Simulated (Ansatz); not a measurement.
Born–Oppenheimer molecular dynamics of AlClH₄OSi (8 atoms, charge 0, multiplicity 1). It goes on from the last frame of an earlier run, with new velocities.

Computed with RKS PBE/def2-SVP in Ansatz.

* ensemble: NVT, Langevin thermostat
* time step: 0.5 fs
* steps asked: 150
* set temperature: 1000 K
* friction: 0.01 /fs
* temperature schedule: 37 steps to 1000 K, then 113 steps to 250 K
* seed: 809645

Frames 5 fs apart, positions in Å, forces in eV/Å.

Velocities at 15 fs (Å/ps):

```
Al 15.12 1.08 4.32
Cl 0.41 4.77 -5.17
O -0.34 -9.94 -2.27
Si -9.11 -3.23 8.87
H -17.32 59.00 27.44
H 4.79 58.12 0.25
H 3.45 42.29 -31.40
H -137.48 93.18 -41.61
```

```xyz
8
Properties=species:S:1:pos:R:3:forces:R:3 time_fs=15 energy_less_start_eV=-1.978 T=2772
Al -0.130 0.316 -0.083 3.54 0.50 -2.72
Cl -0.406 -0.252 1.852 -0.99 0.02 1.57
O 1.161 -0.818 -0.630 -0.28 -0.27 -0.07
Si 2.270 -2.127 -0.311 -2.27 1.31 -1.08
H 2.069 -3.273 -1.368 0.28 0.70 0.72
H 3.607 -1.517 -0.305 0.69 -0.03 -0.19
H 1.923 -2.525 1.060 0.08 -0.65 0.57
H 0.226 1.849 -1.058 -1.05 -1.58 1.20
8
Properties=species:S:1:pos:R:3:forces:R:3 time_fs=20 energy_less_start_eV=-1.473 T=2164
Al -0.043 0.319 -0.083 1.57 1.09 -3.15
Cl -0.401 -0.230 1.827 -0.86 -0.09 1.92
O 1.153 -0.872 -0.656 -1.25 1.23 -0.23
Si 2.231 -2.119 -0.273 0.98 4.53 0.39
H 2.002 -3.071 -1.257 0.03 -2.08 -1.52
H 3.635 -1.295 -0.317 -0.98 -1.34 -0.02
H 1.897 -2.401 1.094 0.02 -0.95 1.27
H -0.503 2.076 -1.096 0.50 -2.39 1.33
8
Properties=species:S:1:pos:R:3:forces:R:3 time_fs=25 energy_less_start_eV=-1.842 T=2492
Al 0.053 0.324 -0.112 -1.13 1.21 -1.75
Cl -0.394 -0.207 1.806 -0.49 -0.05 1.58
O 1.129 -0.898 -0.699 -0.91 1.48 -0.55
Si 2.200 -2.067 -0.234 -0.75 -1.19 0.53
H 1.962 -3.204 -1.339 0.52 0.68 1.18
H 3.528 -1.385 -0.310 0.38 -0.36 0.07
H 1.824 -2.487 1.314 0.60 0.15 -1.69
H -1.120 1.811 -0.826 1.78 -1.93 0.64
8
Properties=species:S:1:pos:R:3:forces:R:3 time_fs=30 energy_less_start_eV=-2.123 T=2529
Al 0.138 0.336 -0.155 -2.78 0.54 0.50
Cl -0.393 -0.178 1.796 0.20 -0.03 1.21
O 1.106 -0.904 -0.740 0.11 0.98 -1.03
Si 2.167 -2.021 -0.197 -0.28 -3.19 -0.85
H 2.024 -3.245 -1.246 0.24 1.05 0.97
H 3.542 -1.580 -0.226 1.05 0.56 -0.03
H 1.878 -2.606 1.164 -0.10 0.25 -0.03
H -1.344 1.160 -0.433 1.55 -0.16 -0.75
8
Properties=species:S:1:pos:R:3:forces:R:3 time_fs=35 energy_less_start_eV=-0.835 T=1096
Al 0.200 0.350 -0.182 -1.63 0.35 1.41
Cl -0.389 -0.141 1.794 0.74 -0.03 1.52
O 1.081 -0.899 -0.788 1.26 -0.23 -1.13
Si 2.138 -1.993 -0.167 2.91 0.80 -0.31
H 2.099 -3.103 -0.985 -0.07 -2.08 -2.11
H 3.702 -1.615 -0.179 -1.42 0.22 0.08
H 1.900 -2.692 1.031 -0.67 -0.19 2.20
H -1.306 0.544 -0.197 -1.11 1.16 -1.66
8
Properties=species:S:1:pos:R:3:forces:R:3 time_fs=40 energy_less_start_eV=-0.881 T=1072
Al 0.236 0.359 -0.203 -3.51 0.17 1.43
Cl -0.390 -0.100 1.806 0.90 0.32 0.92
O 1.078 -0.900 -0.866 1.84 -0.76 -0.59
Si 2.135 -1.975 -0.142 0.40 -3.61 0.28
H 2.127 -3.279 -1.062 -0.03 1.10 0.52
H 3.603 -1.596 -0.123 -0.34 0.46 0.10
H 1.759 -2.715 1.287 0.21 1.36 -1.36
H -1.423 0.230 -0.312 0.52 0.97 -1.30
8
Properties=species:S:1:pos:R:3:forces:R:3 time_fs=45 energy_less_start_eV=-1.309 T=1437
Al 0.241 0.371 -0.217 -3.55 -1.39 0.63
Cl -0.390 -0.050 1.829 0.86 0.57 0.01
O 1.090 -0.919 -0.945 1.45 -0.05 0.48
Si 2.138 -1.985 -0.119 -1.66 -2.81 -0.74
H 2.178 -3.307 -1.069 -0.04 1.26 0.97
H 3.489 -1.527 -0.050 1.33 0.77 0.14
H 1.664 -2.480 1.311 0.24 0.61 -1.07
H -1.447 0.165 -0.690 1.36 1.04 -0.42
8
Properties=species:S:1:pos:R:3:forces:R:3 time_fs=50 energy_less_start_eV=-1.629 T=1732
Al 0.214 0.381 -0.217 -1.70 -2.79 -0.48
Cl -0.395 0.005 1.867 0.68 0.63 -0.64
O 1.128 -0.943 -1.017 0.43 1.16 1.45
Si 2.139 -2.010 -0.107 1.39 3.58 -1.53
H 2.201 -3.110 -0.945 0.27 -2.34 -1.17
H 3.573 -1.333 0.042 -0.93 -0.63 -0.07
H 1.586 -2.125 1.163 -0.83 -0.63 2.24
H -1.192 0.276 -1.115 0.70 1.01 0.20
8
Properties=species:S:1:pos:R:3:forces:R:3 time_fs=55 energy_less_start_eV=-1.930 T=1783
Al 0.178 0.362 -0.216 0.12 -2.93 -0.53
Cl -0.401 0.061 1.907 0.43 0.62 -1.20
O 1.177 -0.953 -1.062 -0.28 1.30 1.78
Si 2.142 -2.010 -0.107 -0.19 1.71 0.15
H 2.255 -3.271 -0.974 0.07 0.19 0.76
H 3.508 -1.244 0.124 -0.62 -0.90 -0.18
H 1.409 -1.886 1.309 0.77 -0.94 -0.96
H -0.775 0.587 -1.451 -0.30 0.94 0.17
8
Properties=species:S:1:pos:R:3:forces:R:3 time_fs=60 energy_less_start_eV=-1.890 T=1768
Al 0.146 0.323 -0.209 0.57 -1.64 -1.92
Cl -0.401 0.118 1.939 0.27 0.46 -1.52
O 1.228 -0.944 -1.085 -1.08 1.22 1.71
Si 2.139 -1.995 -0.101 -2.25 -1.18 -0.57
H 2.337 -3.437 -0.844 -0.26 1.43 0.99
H 3.353 -1.341 0.164 2.14 0.60 0.29
H 1.373 -1.878 1.265 0.56 -0.86 -0.62
H -0.367 1.072 -1.679 0.04 -0.04 1.66
8
Properties=species:S:1:pos:R:3:forces:R:3 time_fs=65 energy_less_start_eV=-2.016 T=1787
Al 0.127 0.272 -0.209 1.25 0.25 -1.66
Cl -0.395 0.172 1.963 0.25 0.15 -1.72
O 1.261 -0.917 -1.091 -1.45 0.95 1.41
Si 2.113 -1.979 -0.099 1.76 1.59 0.25
H 2.364 -3.324 -0.508 0.07 -1.30 -0.99
H 3.530 -1.380 0.263 -0.90 -0.30 -0.33
H 1.396 -2.109 1.139 -0.68 -0.13 1.26
H 0.019 1.552 -1.520 -0.30 -1.21 1.78
8
Properties=species:S:1:pos:R:3:forces:R:3 time_fs=70 energy_less_start_eV=-2.018 T=1630
Al 0.118 0.221 -0.218 1.46 0.96 0.30
Cl -0.388 0.224 1.976 0.17 -0.20 -1.81
O 1.282 -0.885 -1.073 -1.56 0.65 0.73
Si 2.093 -1.951 -0.096 1.85 -1.50 2.54
H 2.413 -3.401 -0.376 -0.20 0.16 -1.10
H 3.558 -1.448 0.330 -1.34 -0.02 -0.42
H 1.304 -2.365 1.209 0.26 0.87 -0.67
H 0.294 1.705 -0.990 -0.63 -0.93 0.44
```

Of the whole run (75 fs, mean temperature of the second half 1560 K): The schedule's set-point averaged 499 K over the second half and the system 1560 K, so it lags behind the ramp. A run of 0.075 ps of so small a system gives no equilibrium averages.

Run time: 7.2 min on 1 thread of Arm Neoverse V1, on a shared host, peak memory 0.12 GiB.
